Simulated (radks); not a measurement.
Question: Radial electron density D(r) = 4 pi r^2 rho(r) of an atom or ion with 17 electrons. All-electron calculation, scalar-relativistic Kohn-Sham, exchange-only PBE, spin-unpolarised, spherical densities, finite nucleus; Fermi nuclear charge, rms radius of each element as measured or else 0.836 A^(1/3) + 0.57 fm. Program: a radial shooting solver on a logarithmic mesh with Libxc functionals.

r (bohr)  D(r) (e/bohr)
0.005244         0.9719
0.006994          1.622
0.009329          2.653
0.01244           4.226
0.01659           6.501
0.02213           9.544
0.02976           13.28
0.03969           16.86
0.05294           19.28
0.0706            19.37
0.09417           17.00
0.1256            14.04
0.1675            13.53
0.2234            16.43
0.298             19.28
0.3975            17.29
0.5301            10.67
0.707             4.972
0.943             3.666
1.258             4.306
1.678             3.552
2.237             1.749
3.008            0.5171
4.012            0.1665
5.351            0.1468
7.137            0.1399
9.519           0.08198
12.7            0.02856
16.93          0.004996
22.59         0.0003188

What is the nuclear charge?

Answer: Z = 17. The innermost maximum, from 1s, lies near gamma/Z bohr with gamma = sqrt(1 - (Z/c)^2) = 0.992, here 0.0584 bohr (found: 0.0616), and its height grows with Z. The density is that of neutral chlorine in [Ne] 3s2 3p4 4p1; the configuration itself is not fixed sharply by these data, and Z only to about a unit. D(r) has 4 maxima, at r = 0.0616, 0.313, 1.30, 6.03 bohr, and minima at 0.151, 0.899, 4.75 bohr, inside which lie 2.17, 10.37, 16.15 electrons.
